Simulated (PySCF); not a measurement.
FH5N2OSi, SMILES N[Si](N)(O)F.

Geometry: B3LYP-D3(BJ)/def2-SVP. The structure was generated by enumeration, and PubChem lists no compound with its InChIKey, so it may never have been made. One conformer was computed; it need not be the lowest.

Two levels are set side by side: TDA-PBE/def2-SVPD (PySCF) and TDA-M06-2X/def2-SVPD (PySCF). Vertical, same geometry. The lowest singlet is HOMO→LUMO 99 % with PBE and HOMO→LUMO 81 %, HOMO→LUMO+2 13 % with the other functional; states are paired by order. Differences are taken from unrounded values.

| quantity | TDA-M06-2X |
|---|---|
| lowest singlet excitation (eV) | 7.00 |
| lowest triplet excitation (TDA) (eV) | 6.74 |
| first bright state (f over 0.05) (eV) | 7.00 |
| its oscillator strength | 0.06 |

Question: What does TDA-PBE give, and how far is it from TDA-M06-2X? (The exact figures need the calculation; the answer reports its results.)

Answer: 
```json
[
 {"quantity": "lowest singlet excitation (eV)", "TDA-PBE": "5.77", "TDA-PBE minus TDA-M06-2X": "-1.23"},
 {"quantity": "lowest triplet excitation (TDA) (eV)", "TDA-PBE": "5.56", "TDA-PBE minus TDA-M06-2X": "-1.18"},
 {"quantity": "first bright state (f over 0.05) (eV)", "TDA-PBE": "7.33", "TDA-PBE minus TDA-M06-2X": "0.34"},
 {"quantity": "its oscillator strength", "TDA-PBE": "0.07", "TDA-PBE minus TDA-M06-2X": "0.01"}
]
```

Functionals without exact exchange tend to place singlet excitations lower, as here. Differences between two approximate levels are no errors against the true value.

Rough cost on one machine, each run with all the roots and properties that it gave: TDA-M06-2X against TDA-PBE about 10 times.
